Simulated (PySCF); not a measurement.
**Electrostatic potential from atomic charges**

Species: `CO/C=P/C1CC1`. Coordinates (PBE0-D3(BJ)/def2-SVP, Å) and charges (e) from the PBE0/pcSseg-1 density (PySCF):

```json
{"atom": "C1", "x": "3.106", "y": "0.615", "z": "0.008", "Mulliken": "-0.0681", "IAO": "-0.2090", "Hirshfeld": "-0.0339", "ESP-fitted": "-0.0217"}
{"atom": "O2", "x": "2.014", "y": "0.592", "z": "-0.876", "Mulliken": "-0.4191", "IAO": "-0.2793", "Hirshfeld": "-0.0939", "ESP-fitted": "-0.2860"}
{"atom": "C3", "x": "0.827", "y": "0.272", "z": "-0.364", "Mulliken": "-0.1025", "IAO": "-0.1730", "Hirshfeld": "-0.0252", "ESP-fitted": "+0.1101"}
{"atom": "P4", "x": "0.501", "y": "-0.114", "z": "1.256", "Mulliken": "+0.2757", "IAO": "+0.2024", "Hirshfeld": "+0.0147", "ESP-fitted": "-0.3115"}
{"atom": "C5", "x": "-1.314", "y": "-0.434", "z": "1.191", "Mulliken": "-0.5049", "IAO": "-0.3207", "Hirshfeld": "-0.0946", "ESP-fitted": "+0.0493"}
{"atom": "C6", "x": "-2.030", "y": "-1.126", "z": "0.061", "Mulliken": "-0.2026", "IAO": "-0.2758", "Hirshfeld": "-0.0881", "ESP-fitted": "-0.2738"}
{"atom": "C7", "x": "-2.298", "y": "0.318", "z": "0.335", "Mulliken": "-0.2030", "IAO": "-0.2758", "Hirshfeld": "-0.0882", "ESP-fitted": "-0.2996"}
{"atom": "H8", "x": "3.991", "y": "0.896", "z": "-0.576", "Mulliken": "+0.1370", "IAO": "+0.1624", "Hirshfeld": "+0.0570", "ESP-fitted": "+0.1025"}
{"atom": "H9", "x": "2.938", "y": "1.347", "z": "0.818", "Mulliken": "+0.1267", "IAO": "+0.1433", "Hirshfeld": "+0.0398", "ESP-fitted": "+0.0822"}
{"atom": "H10", "x": "3.256", "y": "-0.379", "z": "0.469", "Mulliken": "+0.1266", "IAO": "+0.1433", "Hirshfeld": "+0.0398", "ESP-fitted": "+0.0810"}
{"atom": "H11", "x": "0.065", "y": "0.291", "z": "-1.154", "Mulliken": "+0.1275", "IAO": "+0.1501", "Hirshfeld": "+0.0473", "ESP-fitted": "+0.1421"}
{"atom": "H12", "x": "-1.670", "y": "-0.690", "z": "2.195", "Mulliken": "+0.1572", "IAO": "+0.1544", "Hirshfeld": "+0.0431", "ESP-fitted": "+0.1318"}
{"atom": "H13", "x": "-1.439", "y": "-1.389", "z": "-0.821", "Mulliken": "+0.1387", "IAO": "+0.1412", "Hirshfeld": "+0.0419", "ESP-fitted": "+0.1146"}
{"atom": "H14", "x": "-2.803", "y": "-1.858", "z": "0.314", "Mulliken": "+0.1361", "IAO": "+0.1478", "Hirshfeld": "+0.0491", "ESP-fitted": "+0.1256"}
{"atom": "H15", "x": "-1.898", "y": "1.066", "z": "-0.356", "Mulliken": "+0.1386", "IAO": "+0.1409", "Hirshfeld": "+0.0420", "ESP-fitted": "+0.1206"}
{"atom": "H16", "x": "-3.258", "y": "0.595", "z": "0.782", "Mulliken": "+0.1362", "IAO": "+0.1479", "Hirshfeld": "+0.0491", "ESP-fitted": "+0.1326"}
```

Points outside the species (Å): A (6.4, -0.7, -3.9); B (-6.6, 1.5, 0.3); C (3.4, 5.0, 2.1).

Q: Find the potential V = 14.3996 V·Å × Σ q/r of each set of charges at these points.

A: In volts:

```tsv
point	nearest atom	distance (Å)	Mulliken	IAO	Hirshfeld	ESP-fitted
A	H8	4.40	-0.008	+0.003	+0.036	+0.028
B	H16	3.50	-0.013	-0.020	-0.018	+0.054
C	H9	3.90	+0.120	+0.092	+0.041	-0.003
```

Q: How far are the other sets from the ESP-fitted one at these points?

A: Root-mean-square difference: Hirshfeld 0.049 V, IAO 0.071 V, Mulliken 0.083 V. The ESP scheme fits charges at the nuclei, held to the total charge, to the electrostatic potential on points at 1.4 to 2.0 times the van der Waals radii.

Q: What energy would a point charge of -2 e have at B in the field of the ESP charges, leaving out polarisation?

A: -0.107 eV = -10.4 kJ/mol, an attraction.

The structure is a single PBE0-D3(BJ)/def2-SVP conformer in the gas phase; no vibrational or solvent corrections.

Conformer computed: `[CH3:1][O:2]/[CH:3]=[P:4]/[CH:5]1[CH2:6][CH2:7]1`: C1–O2–C3–P4 0°, C3–P4–C5–C6 38°.
